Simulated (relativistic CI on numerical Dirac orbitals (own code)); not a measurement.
Level scheme of Pm LIII

Calculated at this level of theory: Dirac-Coulomb-Breit CI, orbitals from a KLI potential per configuration, a model potential for QED, unscaled Slater integrals (own radial code, finite nucleus).

Configuration list (outside the closed core 1s2): 2s2 2p5, 2s 2p6, 2p6 3s, 2p6 3p, 2p6 3d, 2s2 2p4 3s, 2s2 2p4 3p, 2s2 2p4 3d, 2s 2p5 3s, 2s 2p5 3p, 2s 2p5 3d, 2s2 2p4 4s, 2s2 2p4 4p, 2s2 2p4 4d, 2s2 2p4 4f, 2s 2p5 4s. Levels of other configurations are missing.

The lowest level is 2s2 2p5 2P°_3/2, with 100 % of that term; Hund's rules for 2s2 2p5 give 2P° with J = 3/2, in agreement.

| No. | Configuration | Term | J | E (10³ cm⁻¹) | % | Next component (%) |
| --- | --- | --- | --- | --- | --- | --- |
| 1 | 2s2 2p5 | 2P° | 3/2 | 0.0 | 100 |  |
| 2 | 2s2 2p5 | 2P° | 1/2 | 4660.8 | 100 |  |
| 3 | 2s 2p6 | 2S | 1/2 | 7574.5 | 100 |  |
| 4 | 2p4(3P) 3s | 4P | 5/2 | 45388.1 | 70 | 30 2D |
| 5 | 2p4(3P) 3s | 2P | 3/2 | 45458.3 | 57 | 31 2D |
| 6 | 2p4(1S) 3s | 2S | 1/2 | 45781.8 | 63 | 25 4P |
| 7 | 2p4(3P) 3p | 4P° | 3/2 | 46208.1 | 32 | 25 2P° |
| 8 | 2p4(3P) 3p | 2D° | 5/2 | 46228.4 | 36 | 27 4D° |
| 9 | 2p4(1S) 3p | 2P° | 1/2 | 46581.8 | 73 | 19 4D° |
| 10 | 2p4(3P) 3p | 2D° | 5/2 | 47495.4 | 50 | 41 4P° |
| 11 | 2p4(3P) 3p | 4D° | 7/2 | 47498.7 | 69 | 31 2F° |
| 12 | 2p4(1D) 3p | 2P° | 1/2 | 47504.5 | 49 | 38 2S° |
| 13 | 2p4(3P) 3p | 2P° | 3/2 | 47799.2 | 45 | 30 2D° |
| 14 | 2p4(1S) 3p | 2P° | 3/2 | 47951.8 | 67 | 14 4D° |
| 15 | 2p4(3P) 3d | 4D | 3/2 | 48428.4 | 33 | 31 2D |
| 16 | 2p4(3P) 3d | 4D | 5/2 | 48444.0 | 39 | 22 2F |
| 17 | 2p4(3P) 3d | 2F | 7/2 | 48462.4 | 36 | 30 4F |
| 18 | 2p4(3P) 3d | 4P | 1/2 | 48467.2 | 47 | 31 2P |
| 19 | 2p4(1D) 3d | 2F | 7/2 | 48734.3 | 50 | 41 4D |
| 20 | 2p4(3P) 3d | 4F | 9/2 | 48742.4 | 69 | 31 2G |
| 21 | 2p4(1S) 3d | 2D | 3/2 | 48803.1 | 66 | 13 4P |
| 22 | 2p4(3P) 3d | 2P | 1/2 | 48831.8 | 56 | 24 2S |
| 23 | 2p4(3P) 3d | 2D | 5/2 | 48987.2 | 49 | 25 2F |
| 24 | 2p4(3P) 3d | 2P | 3/2 | 49010.4 | 45 | 32 2D |
| 25 | 2p4(1S) 3d | 2D | 5/2 | 49200.6 | 69 | 11 4F |
| 26 | 2p4(3P) 3s | 4P | 3/2 | 50051.7 | 87 | 12 2P |
| 27 | 2p4(3P) 3s | 2P | 1/2 | 50112.9 | 66 | 33 4P |
| 28 | 2p4(1D) 3s | 2D | 5/2 | 50207.6 | 69 | 30 4P |
| 29 | 2p4(1D) 3s | 2D | 3/2 | 50242.2 | 67 | 31 2P |
| 30 | 2p4(3P) 3p | 4P° | 1/2 | 50845.6 | 53 | 26 4D° |
| 31 | 2p4(3P) 3p | 4D° | 3/2 | 50895.8 | 54 | 22 2P° |
| 32 | 2p4(1D) 3p | 2F° | 5/2 | 51007.5 | 54 | 30 2D° |
| 33 | 2p4(1D) 3p | 2P° | 3/2 | 51253.6 | 51 | 23 2D° |
| 34 | 2p4(3P) 3p | 4D° | 5/2 | 52115.5 | 50 | 30 4P° |
| 35 | 2p4(3P) 3p | 2P° | 1/2 | 52177.7 | 37 | 27 2S° |
| 36 | 2p4(3P) 3p | 2D° | 3/2 | 52196.5 | 49 | 24 4P° |
| 37 | 2p4(1D) 3p | 2P° | 3/2 | 52286.3 | 44 | 36 2D° |
| 38 | 2p4(1D) 3p | 2F° | 7/2 | 52293.7 | 69 | 31 4D° |
| 39 | 2p4(1D) 3p | 2D° | 5/2 | 52348.0 | 66 | 13 2F° |
| 40 | 2s 2p5 3s | 4P° | 5/2 | 52613.3 | 87 | 6 2s2 2p4 3p 4P° |
| 41 | 2p4(1D) 3p | 2P° | 1/2 | 52666.7 | 82 | 9 4D° |
| 42 | 2s 2p5 3s | 2P° | 3/2 | 52748.5 | 71 | 24 4P° |
| 43 | 2p4(3P) 3d | 4D | 1/2 | 53041.9 | 81 | 15 2P |
| 44 | 2p4(3P) 3d | 4F | 3/2 | 53118.4 | 34 | 33 4D |
| 45 | 2p4(3P) 3d | 4F | 5/2 | 53159.7 | 55 | 21 2D |
| 46 | 2s 2p5 3s | 2P° | 1/2 | 53173.8 | 80 | 14 4P° |
| 47 | 2s 2p5 3s | 2P° | 3/2 | 53184.2 | 73 | 26 4P° |
| 48 | 2p4(1D) 3d | 2G | 7/2 | 53235.2 | 62 | 24 2F |
| 49 | 2p4(1D) 3d | 2F | 5/2 | 53324.2 | 35 | 21 2D |
| 50 | 2p4(1D) 3d | 2S | 1/2 | 53332.9 | 41 | 33 4P |
| 51 | 2p4(1D) 3d | 2P | 3/2 | 53345.1 | 24 | 18 2s 2p5 3p 4P |
| 52 | 2p4(3P) 3d | 4F | 7/2 | 53382.4 | 43 | 42 4D |
| 53 | 2s 2p5 3p | 4P | 3/2 | 53448.0 | 26 | 18 4S |
| 54 | 2p4(3P) 3d | 2F | 5/2 | 53468.7 | 45 | 32 4P |
| 55 | 2p4(3P) 3d | 2P | 3/2 | 53480.1 | 48 | 21 4P |
| 56 | 2s 2p5 3p | 2D | 5/2 | 53488.7 | 27 | 26 4D |
| 57 | 2p4(1D) 3d | 2G | 9/2 | 53537.8 | 69 | 31 4F |
| 58 | 2p4(1D) 3d | 2D | 5/2 | 53588.9 | 64 | 18 2F |
| 59 | 2p4(1D) 3d | 2F | 7/2 | 53634.5 | 75 | 10 4F |
| 60 | 2p4(3P) 3d | 2D | 3/2 | 53786.2 | 71 | 18 2P |
| 61 | 2p4(1D) 3d | 2P | 1/2 | 53825.2 | 69 | 27 2S |
| 62 | 2s 2p5 3p | 2P | 1/2 | 53946.5 | 34 | 30 2S |
| 63 | 2s 2p5 3p | 2D | 3/2 | 53951.1 | 54 | 23 4D |
| 64 | 2s 2p5 3p | 4D | 7/2 | 54671.4 | 99 |  |
| 65 | 2s 2p5 3p | 2P | 3/2 | 54721.7 | 59 | 28 4S |
| 66 | 2s 2p5 3p | 4P | 5/2 | 54760.6 | 56 | 40 2D |
| 67 | 2s 2p5 3p | 2P | 1/2 | 54890.9 | 46 | 40 2S |
| 68 | 2p4(3P) 3s | 4P | 1/2 | 55018.7 | 40 | 35 2S |
| 69 | 2s 2p5 3p | 2D | 5/2 | 55224.2 | 65 | 23 4D |
| 70 | 2s 2p5 3p | 2P | 3/2 | 55263.8 | 48 | 30 2D |

Energies count from the lowest computed level; ° marks odd parity. Percentages are summed over parent terms; the parents shown are those of the largest component, closed shells are left out there.

The mean weight of the leading LS term, summed over parents, in these 70 levels is 58 %, and that of the leading jj configuration (from the same eigenvectors) 95 %, so jj coupling describes them better and the LS labels are nominal.

At this charge energies of transitions that change n are usually good to better than 1 %, and those within a shell (Δn = 0) to a few per cent.

LS names give the leading component of a level, which can be under half, so a name can repeat, a term be missing and a line seem to break the LS rules.
